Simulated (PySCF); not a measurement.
Exercise with solution: chemical shift, span and skew from a shielding tensor

AlFH2O2, SMILES [OH][Al]([OH])[F]. Atoms are numbered in the order given.

```xyz
6

Al    -0.0147    -0.0060     0.0000
F     -1.6303     0.3851     0.0000
O      0.3955    -1.6495     0.0000
H      1.3061    -1.9653     0.0000
O      1.1763     1.2033     0.0000
H      0.9836     2.1479     0.0000
```

Coordinates come from a TPSSh-D3(BJ)/def2-SVP optimisation. Other conformers were not sampled.

GIAO shieldings from KT2/pcSseg-2 (PySCF), non-relativistic, no solvent. The symmetric part of the tensor of F2 has the principal values 329.8, 333.3, 452.7 ppm. The same nucleus in CFCl3 has σ = 125.1 ppm at this level (PySCF, at its B3LYP-D3(BJ)/def2-TZVP geometry).

**Question.** Work out the isotropic shielding, the ¹⁹F shift against CFCl3, the span and the skew.

**Answer.** 
σ(iso) = (σ11 + σ22 + σ33)/3 = 371.9 ppm. δ = σ(ref) − σ(iso) = 125.1 − (371.9) = -246.8 ppm.
Span Ω = σ33 − σ11 = 122.9 ppm. Skew κ = 3(σ(iso) − σ22)/Ω = 0.94. Tumbling in solution averages the tensor to δ; in a static solid the shielding alone would spread this spin-1/2 line over Ω.
